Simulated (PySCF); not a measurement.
**Correlation energy of Hf⁵⁹⁺ (hafnium, charge +59)**

Starting occupation: [Ne] 3s2 3p1, 3p3/2 with m_j = +3/2. All numbers are calculated (PySCF 2.14, X2C-1e with screened-nucleus spin-orbit coupling, Gaussian nucleus, in an even-tempered Gaussian basis (18 s from 18 bohr⁻², ratio 2.4; 14 p from 24 bohr⁻², ratio 2.4; 4 d from 78 bohr⁻², ratio 2.6; 4 f from 120 bohr⁻², ratio 2.6)). Frozen: 1s2; 11 electrons correlated; the 52 highest virtual spinors left out.

MP2 pair energies summed by pair of shells (mhartree):

```csv
pair,energy,share (%)
2p1/2-2p3/2,-101.38,19.3
2p3/2-2p3/2,-93.93,17.9
3s1/2-3s1/2,-84.68,16.1
3p3/2-3s1/2,-44.44,8.5
2p3/2-2s1/2,-42.31,8.1
2p3/2-3s1/2,-40.25,7.7
2p1/2-2p1/2,-24.59,4.7
2p1/2-2s1/2,-23.25,4.4
2p1/2-3s1/2,-18.13,3.5
2p3/2-3p3/2,-16.96,3.2
2s1/2-2s1/2,-11.77,2.2
2s1/2-3s1/2,-9.36,1.8
2p1/2-3p3/2,-8.61,1.6
2s1/2-3p3/2,-4.77,0.9
```

Total MP2 correlation energy: -524.43 mhartree.

At this charge the one-electron X2C treatment keeps the bare 1/r₁₂, with no two-electron picture change or Breit term. The effect here is smaller than on the frozen 1s shell.
